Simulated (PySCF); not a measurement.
Simulated outer-valence photoelectron spectrum of `N#CC1=NSC=N1`. Computed with EOM-IP-CCSD/aug-cc-pVDZ in PySCF, restricted Hartree–Fock reference, frozen core, non-relativistic, gas phase, PBE0-D3(BJ)/def2-SVP geometry.

Each root has a Gaussian of 0.4 eV full width with its one-hole share as area; cross sections and vibrations are left out, and the highest printed point is 100.

| ionisation energy (eV) | intensity |
| --- | --- |
| 10.2 | 0 |
| 10.3 | 1 |
| 10.4 | 5 |
| 10.5 | 14 |
| 10.6 | 31 |
| 10.7 | 48 |
| 10.8 | 53 |
| 10.9 | 44 |
| 11.0 | 33 |
| 11.1 | 34 |
| 11.2 | 46 |
| 11.3 | 53 |
| 11.4 | 45 |
| 11.5 | 30 |
| 11.6 | 23 |
| 11.7 | 31 |
| 11.8 | 46 |
| 11.9 | 55 |
| 12.0 | 54 |
| 12.1 | 51 |
| 12.2 | 54 |
| 12.3 | 55 |
| 12.4 | 45 |
| 12.5 | 27 |
| 12.6 | 13 |
| 12.7 | 9 |
| 12.8 | 17 |
| 12.9 | 36 |
| 13.0 | 60 |
| 13.1 | 81 |
| 13.2 | 94 |
| 13.3 | 100 |
| 13.4 | 97 |
| 13.5 | 81 |
| 13.6 | 54 |
| 13.7 | 28 |
| 13.8 | 11 |
| 13.9 | 3 |
| 14.0 | 1 |
| 14.1 | 0 |
| 14.2 | 0 |
| 14.3 | 1 |
| 14.4 | 5 |
| 14.5 | 15 |
| 14.6 | 32 |
| 14.7 | 48 |
| 14.8 | 51 |
| 14.9 | 39 |
| 15.0 | 21 |
| 15.1 | 8 |
| 15.2 | 2 |
| 15.3 | 0 |

**Question.** Where are the maxima, and how many lines lie under the curve?

**Answer.** 6 maxima, at 10.8, 11.3, 11.9, 12.3, 13.3 and 14.8 eV, from 8 lines. At this width some lines have no maximum of their own.

**Question.** List the lines with their holes.

**Answer.** 
```
E (eV)  leading hole (HF orbital)  area  Koopmans (eV)
 10.78                       HOMO  0.95          10.94
 11.30                     HOMO-2  0.94          13.14
 11.89                     HOMO-1  0.94          12.48
 12.30                     HOMO-5  0.94          14.11
 13.07                     HOMO-3  0.95          13.44
 13.30                     HOMO-6  0.92          15.63
 13.49                     HOMO-4  0.94          13.90
 14.77                     HOMO-7  0.93          16.36
```

The widest gap, 1.28 eV, lies between 13.49 and 14.77 eV. Only orbitals with −ε under 21 eV, eight at most, were ionised, so the high end of the curve may lack lines.

Hardware: Arm Neoverse V1, one thread, on a shared host. Cost: 13 min wall, 3.1 GiB resident at most.
